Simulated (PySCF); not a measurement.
PySCF input for C₃H₄BCl, SMILES B(C)(C#C)Cl, TDA-PBE/def2-SVPD. Coordinates come from a PBE0-D3(BJ)/def2-SVP optimisation. The structure was generated by enumeration, and PubChem lists no compound with its InChIKey, so it may never have been made.

```python
import numpy as np
from pyscf import gto, scf, dft, tdscf

mol = gto.M(
    atom='''
    B     0.24456054   -0.14850860    0.20730005
    C    -1.04944806   -0.90035019   -0.08256280
    C    -2.07523796   -1.52071257   -0.29808875
    H    -2.98431344   -2.06161486   -0.49325445
    Cl    0.41513775    1.46405024   -0.48597537
    C     1.39878793   -0.77528483    1.04881036
    H     2.16618303   -0.05171928    1.35397552
    H     1.88504525   -1.54795331    0.42470584
    H     1.00832911   -1.30693808    1.93070128
    ''',
    basis='def2-SVPD',
    charge=0,
    spin=0,
    max_memory=1600,
    verbose=4,
)
mf = dft.RKS(mol, xc='pbe').density_fit(auxbasis='def2-universal-jkfit')
mf.grids.level = 3
mf.conv_tol = 1e-9
mf.max_cycle = 100
mf.kernel()
mf.grids = dft.Grids(mol).set(level=1).build(with_non0tab=True)  # coarser grid for the response kernel
td = tdscf.TDA(mf)
td.singlet = True
td.nstates = 10
td.conv_tol = 1e-4
td.positive_eig_threshold = 1e-6
td.kernel(x0=td.get_init_guess(mf, 15))
td.analyze()
tt = tdscf.TDA(mf)
tt.singlet = False
tt.nstates = 4
tt.conv_tol = 1e-4
tt.positive_eig_threshold = 1e-6
tt.kernel(x0=tt.get_init_guess(mf, 9))
tt.analyze(verbose=3)
```

Output:

```
PySCF version 2.14.0

[INPUT] verbose = 4
[INPUT] num. atoms = 9
[INPUT] num. electrons = 44
[INPUT] charge = 0
[INPUT] spin (= nelec alpha-beta = 2S) = 0
[INPUT] symmetry False subgroup None
[INPUT] Mole.unit = angstrom
[INPUT] Symbol           X                Y                Z      unit          X                Y                Z       unit  Magmom
[INPUT]  1 B      0.244560540000  -0.148508600000   0.207300050000 AA    0.462152441476  -0.280640581143   0.391740320109 Bohr   0.0
[INPUT]  2 C     -1.049448060000  -0.900350190000  -0.082562800000 AA   -1.983169415356  -1.701415275300  -0.156021080077 Bohr   0.0
[INPUT]  3 C     -2.075237960000  -1.520712570000  -0.298088750000 AA   -3.921631387701  -2.873730271483  -0.563306098314 Bohr   0.0
[INPUT]  4 H     -2.984313440000  -2.061614860000  -0.493254450000 AA   -5.639535071459  -3.895887459734  -0.932115820223 Bohr   0.0
[INPUT]  5 Cl     0.415137750000   1.464050240000  -0.485975370000 AA    0.784496651468   2.766653986204  -0.918360352584 Bohr   0.0
[INPUT]  6 C      1.398787930000  -0.775284830000   1.048810360000 AA    2.643326094047  -1.465075997230   1.981964337006 Bohr   0.0
[INPUT]  7 H      2.166183030000  -0.051719280000   1.353975520000 AA    4.093492662381  -0.097735274560   2.558642912166 Bohr   0.0
[INPUT]  8 H      1.885045250000  -1.547953310000   0.424705840000 AA    3.562219254912  -2.925207809514   0.802577721103 Bohr   0.0
[INPUT]  9 H      1.008329110000  -1.306938080000   1.930701280000 AA    1.905465861326  -2.469755032965   3.648496647547 Bohr   0.0

nuclear repulsion = 165.675642831728
number of shells = 59
number of NR pGTOs = 205
number of NR cGTOs = 139
basis = def2-SVPD
ecp = {}


[settings echo left out]
init E= -601.381388820579
  HOMO = -0.330995140389999  LUMO = -0.151596854225524  gap/eV = 4.88168
cycle= 1 E= -601.068851050729  delta_E= 0.313  |g|= 0.508  |ddm|=  8.3
  HOMO = -0.190840969259761  LUMO = -0.0650717765849009  gap/eV = 3.42235
cycle= 2 E= -600.9637175837  delta_E= 0.105  |g|= 0.782  |ddm|=  1.8
  HOMO = -0.252981784051246  LUMO = -0.10582439936993  gap/eV = 4.00436
cycle= 3 E= -601.109293267656  delta_E= -0.146  |g|= 0.34  |ddm|=  1.2
  HOMO = -0.261871625295913  LUMO = -0.105669269950047  gap/eV = 4.25048
cycle= 4 E= -601.1411021753  delta_E= -0.0318  |g|= 0.0343  |ddm|= 0.369
  HOMO = -0.261736058111339  LUMO = -0.106784596569908  gap/eV = 4.21644
cycle= 5 E= -601.14132255015  delta_E= -0.00022  |g|= 0.0206  |ddm|= 0.0974
  HOMO = -0.261235706641753  LUMO = -0.106399216366159  gap/eV = 4.21332
cycle= 6 E= -601.141447537487  delta_E= -0.000125  |g|= 0.00387  |ddm|= 0.0339
  HOMO = -0.260989800644405  LUMO = -0.105961848505976  gap/eV = 4.21853
cycle= 7 E= -601.141451813343  delta_E= -4.28e-06  |g|= 0.00103  |ddm|= 0.00777
  HOMO = -0.26104342205715  LUMO = -0.106049252885177  gap/eV = 4.21761
cycle= 8 E= -601.141452146453  delta_E= -3.33e-07  |g|= 8.44e-05  |ddm|= 0.00245
  HOMO = -0.261048004901441  LUMO = -0.106057267350679  gap/eV = 4.21751
cycle= 9 E= -601.141452148392  delta_E= -1.94e-09  |g|= 2.21e-05  |ddm|= 0.000179
  HOMO = -0.261046388702725  LUMO = -0.106055922114931  gap/eV = 4.21751
cycle= 10 E= -601.141452148534  delta_E= -1.43e-10  |g|= 6.44e-06  |ddm|= 5.11e-05
  HOMO = -0.261047152782717  LUMO = -0.106055680374687  gap/eV = 4.21753
Extra cycle  E= -601.141452148524  delta_E= 1.07e-11  |g|= 9.19e-06  |ddm|= 2.39e-05
converged SCF energy = -601.141452148524
tot grids = 36928
Overwritten attributes  positive_eig_threshold  of <class 'pyscf.tdscf.rks.TDA'>


******** <class 'pyscf.tdscf.rks.TDA'> for <class 'pyscf.df.df_jk.DFRKS'> ********
nstates = 10 singlet
deg_eia_thresh = 1.000e-03
wfnsym = None
conv_tol = 0.0001
eigh lindep = 1e-12
eigh level_shift = 0
eigh max_cycle = 100


Excitation energies (eV)
[4.28265108 4.58976317 5.43476507 6.31060407 6.56046218 6.79277837
 6.81018916 6.88662582 6.92547505 7.25737497]

** Singlet excitation energies and oscillator strengths **
Excited State   1:      4.28265 eV    289.50 nm  f=0.0000
      22 -> 23        0.70675
Excited State   2:      4.58976 eV    270.13 nm  f=0.0006
      21 -> 23        0.70600
Excited State   3:      5.43477 eV    228.13 nm  f=0.1254
      20 -> 23        0.62965
      22 -> 24        0.30361
Excited State   4:      6.31060 eV    196.47 nm  f=0.0893
      19 -> 23       -0.66745
      21 -> 24        0.14306
Excited State   5:      6.56046 eV    188.99 nm  f=0.0006
      18 -> 23        0.69910
Excited State   6:      6.79278 eV    182.52 nm  f=0.0195
      19 -> 23       -0.11069
      21 -> 24       -0.66881
      22 -> 24       -0.15349
Excited State   7:      6.81019 eV    182.06 nm  f=0.0014
      17 -> 23       -0.59725
      20 -> 24       -0.36165
Excited State   8:      6.88663 eV    180.04 nm  f=0.0008
      17 -> 23        0.34948
      20 -> 24       -0.60277
Excited State   9:      6.92548 eV    179.03 nm  f=0.0258
      22 -> 24       -0.10193
      22 -> 25       -0.69438
Excited State  10:      7.25737 eV    170.84 nm  f=0.0713
      21 -> 25        0.70076

** Transition electric dipole moments (AU) **
state          X           Y           Z        Dip. S.      Osc.
  1         0.0028     -0.0097     -0.0046      0.0001      0.0000
  2        -0.0411      0.0294      0.0510      0.0052      0.0006
  3        -0.7281     -0.6399     -0.0475      0.9419      0.1254
  4         0.2011     -0.6327      0.3696      0.5773      0.0893
  5         0.0282      0.0435     -0.0293      0.0035      0.0006
  6        -0.0900     -0.3130      0.1044      0.1170      0.0195
  7         0.0329     -0.0743     -0.0431      0.0085      0.0014
  8        -0.0310      0.0272      0.0544      0.0047      0.0008
  9        -0.0746     -0.3631      0.1221      0.1523      0.0258
 10         0.3955     -0.3556      0.3434      0.4008      0.0713

** Transition velocity dipole moments (imaginary part, AU) **
state          X           Y           Z        Dip. S.      Osc.
  1        -0.0019      0.0035      0.0054      0.0000      0.0002
  2         0.0002     -0.0001     -0.0037      0.0000      0.0001
  3        -0.0400     -0.0330     -0.0049      0.0027      0.0091
  4         0.0233     -0.0417      0.0353      0.0035      0.0102
  5        -0.0106      0.0038      0.0162      0.0004      0.0011
  6        -0.0385     -0.0252     -0.0095      0.0022      0.0059
  7        -0.0067      0.0039      0.0123      0.0002      0.0006
  8        -0.0010     -0.0016      0.0082      0.0001      0.0002
  9        -0.0034     -0.0814      0.0356      0.0079      0.0207
 10         0.0956     -0.0658      0.0763      0.0193      0.0482

** Transition magnetic dipole moments (imaginary part, AU) **
state          X           Y           Z
  1        -0.4252     -0.1456     -0.1274
  2         0.3032      0.6246     -0.1345
  3        -0.0277      0.0117     -0.0003
  4         0.0357      0.0121     -0.0682
  5        -0.4392      0.1436     -0.2778
  6         0.1155     -0.0490     -0.1975
  7        -0.4367     -0.3298     -0.0824
  8         0.1722      0.2185     -0.0516
  9         0.2483     -0.2898     -0.5199
 10        -0.1835      0.0891      0.3395


******** <class 'pyscf.tdscf.rks.TDA'> for <class 'pyscf.df.df_jk.DFRKS'> ********
nstates = 4 triplet
deg_eia_thresh = 1.000e-03
wfnsym = None
conv_tol = 0.0001
eigh lindep = 1e-12
eigh level_shift = 0
eigh max_cycle = 100


Excitation energies (eV)
[3.9883746  4.02364069 4.35427348 5.27259866]

** Triplet excitation energies and oscillator strengths **
Excited State   1:      3.98837 eV    310.86 nm  f=0.0000
Excited State   2:      4.02364 eV    308.14 nm  f=0.0000
Excited State   3:      4.35427 eV    284.74 nm  f=0.0000
Excited State   4:      5.27260 eV    235.15 nm  f=0.0000
```

Self-consistency was reached.

Cost: around 40 core-seconds (rough).
